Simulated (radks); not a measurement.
Removal energies from the tin ion Sn11+, [Kr] 4d(3/2: 3, 5/2: 0), by Delta-SCF beside the eigenvalue of the level emptied. Method: Dirac Kohn-Sham, BLYP, spin-unpolarised, spherical densities, finite nucleus; Fermi nuclear charge, rms radius of each element as measured or else 0.836 A^(1/3) + 0.57 fm; computed with a radial shooting solver on a logarithmic mesh with Libxc functionals. Sub-shells are occupied by j as written (lower j first in brackets).

| removed from | final configuration | Delta-SCF (eV) | -eigenvalue (eV) |
|---|---|---|---|
| 4d3/2 | [Kr] 4d(3/2: 2, 5/2: 0) | 232.31 | 219.88 |
| 4p3/2 | [Ar] 3d10 4s2 4p(1/2: 2, 3/2: 3) 4d(3/2: 3, 5/2: 0) | 300.59 | 287.36 |
| 4p1/2 | [Ar] 3d10 4s2 4p(1/2: 1, 3/2: 4) 4d(3/2: 3, 5/2: 0) | 309.93 | 296.41 |
| 4s1/2 | [Ar] 3d10 4s1 4p6 4d(3/2: 3, 5/2: 0) | 351.36 | 337.46 |
